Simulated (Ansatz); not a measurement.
`C=NB(C)F` + `N[SiH](S)Cl` → `CN[SiH](S)Cl` + `C=NBF`  (substitution at a C–B bond)

Calculated with Ansatz (gas phase, PBE0-D4/def2-TZVP geometries, no zero-point term in ΔE). CCSD(T)/CBS adds triple-zeta CCSD(T) − MP2 to the extrapolated MP2 energy (def2 sets, frozen cores). DFT in def2-TZVPP. Each species was taken in one conformer, which may not be the lowest.

```json
{"level": "PBE-D4", "ΔE (kJ/mol)": "82.4", "difference from CCSD(T)/CBS": "-3.5"}
{"level": "PBE", "ΔE (kJ/mol)": "84.7", "difference from CCSD(T)/CBS": "-1.2"}
{"level": "r2SCAN", "ΔE (kJ/mol)": "89.8", "difference from CCSD(T)/CBS": "3.9"}
{"level": "PBE0", "ΔE (kJ/mol)": "86.8", "difference from CCSD(T)/CBS": "0.9"}
{"level": "HF/def2-TZVPP", "ΔE (kJ/mol)": "84.2", "difference from CCSD(T)/CBS": "-1.7"}
{"level": "CCSD/def2-TZVPP", "ΔE (kJ/mol)": "85.2", "difference from CCSD(T)/CBS": "-0.7"}
{"level": "CCSD(T)/def2-TZVPP", "ΔE (kJ/mol)": "84.6", "difference from CCSD(T)/CBS": "-1.3"}
{"level": "HF/def2-QZVPP", "ΔE (kJ/mol)": "83.8", "difference from CCSD(T)/CBS": "-2.1"}
{"level": "MP2/CBS(def2)", "ΔE (kJ/mol)": "87.7", "difference from CCSD(T)/CBS": "1.8"}
{"level": "CCSD/CBS(def2)", "ΔE (kJ/mol)": "86.6", "difference from CCSD(T)/CBS": "0.7"}
{"level": "CCSD(T)/CBS", "ΔE (kJ/mol)": "85.9", "difference from CCSD(T)/CBS": "0"}
```

Largest T1 diagnostic among the species: 0.014.

The D4 term adds −3.7 kJ/mol with B3LYP and −2.2 kJ/mol with PBE0; it sums over pairs of atoms, weighted by their polarisabilities, and B3LYP, whose exchange is more repulsive, gets the larger term.

B3LYP here is the variant with VWN-RPA as its local correlation; programs differ in this.
